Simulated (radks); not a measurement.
Results of a calculation; reference values are marked as such.
All-electron atom: Br15+ in [Ar] 3d2. Level of theory: Dirac Kohn-Sham, exchange-only PBE, spin-unpolarised, spherical densities, finite nucleus; open shells fill j = l - 1/2 first; Fermi nuclear charge, rms radius 4.1629 fm (a radial shooting solver on a logarithmic mesh with Libxc functionals).

Spin-orbit splittings of the eigenvalues, e(l+1/2) - e(l-1/2), with zeta = 2 splitting/(2l+1) and mean radii in bohr:

| shell | occ. | splitting (eV) | zeta (eV) | <r> j=l-1/2 | <r> j=l+1/2 |
|---|---|---|---|---|---|
| 2p | 6 | 47.72 | 31.81 | 0.1621 | 0.1659 |
| 3p | 6 | 8.980 | 5.987 | 0.4934 | 0.5005 |
| 3d | 2 | 1.739 | 0.6956 | 0.4616 | 0.4637 |
| 4p | 0 | 2.686 | 1.791 | 1.058 | 1.068 |
